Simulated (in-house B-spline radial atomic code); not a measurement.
Functionals against NIST's ionisation energies along a row: Pr to Lu

Ionisation energies as differences of self-consistent total energies from an all-electron radial atomic-structure program (B-spline basis): all electrons, radial basis limit, scalar-relativistic (one-electron X2C), spin-polarised at highest spin, spherical densities; exact exchange is averaged over the determinants of each configuration. No spin-orbit coupling, Breit or QED terms. NIST's values run from ground level to ground level, so in open shells the differences also hold multiplet and fine-structure energies that spherical high-spin averages miss. Columns give computed minus NIST, in eV; a star marks a semi-empirical value. Species are left out where the tabulated value is theory, is uncertain by more than 0.12 eV, or (13 ions, such as In⁴⁺, Te⁴⁺ and Bi⁴⁺) lies off its series for all methods alike, which flatters the means a little.

| species | shell | NIST (eV) | LDA exchange-only | PBEsol | TPSS | r2SCAN | HSE06 | OLYP |
| --- | --- | --- | --- | --- | --- | --- | --- | --- |
| Pr | 6s | 5.47* | -0.90 | -0.08 | -0.18 | -0.36 | -0.14 | -0.24 |
| Nd | 6s | 5.53 | -0.91 | -0.08 | -0.19 | -0.38 | -0.15 | -0.25 |
| Pm | 6s | 5.58 | -0.92 | -0.09 | -0.21 | -0.39 | -0.16 | -0.25 |
| Sm | 6s | 5.64 | -0.94 | -0.11 | -0.22 | -0.42 | -0.18 | -0.26 |
| Eu | 6s | 5.67 | -0.92 | -0.09 | -0.21 | -0.40 | -0.16 | -0.24 |
| Gd | 6s | 6.15 | -1.13 | -0.19 | -0.32 | -0.53 | -0.27 | -0.33 |
| Dy | 6s | 5.94 | -0.81 | -0.01 | -0.14 | -0.23 | -0.11 | -0.19 |
| Ho | 6s | 6.02 | -0.80 | +0.01 | -0.13 | -0.21 | -0.10 | -0.19 |
| Er | 6s | 6.11 | -0.80 | +0.01 | -0.13 | -0.20 | -0.10 | -0.18 |
| Tm | 6s | 6.18 | -0.79 | +0.02 | -0.12 | -0.18 | -0.10 | -0.17 |
| Yb | 6s | 6.25 | -0.78 | +0.04 | -0.10 | -0.15 | -0.09 | -0.16 |
| Lu | 5d | 5.43 | -0.88 | -0.01 | -0.10 | -0.15 | -0.10 | -0.26 |

**Question.** How do the methods rank, and which species is hardest?

**Answer.** Mean absolute (signed) differences: PBEsol 0.06 (-0.05) eV; HSE06 0.14 (-0.14) eV; TPSS 0.17 (-0.17) eV; OLYP 0.23 (-0.23) eV; r2SCAN 0.30 (-0.30) eV; LDA exchange-only 0.88 (-0.88) eV. For Gd, which loses a 6s electron, the nearest method is off by -0.19 eV, the largest such miss.
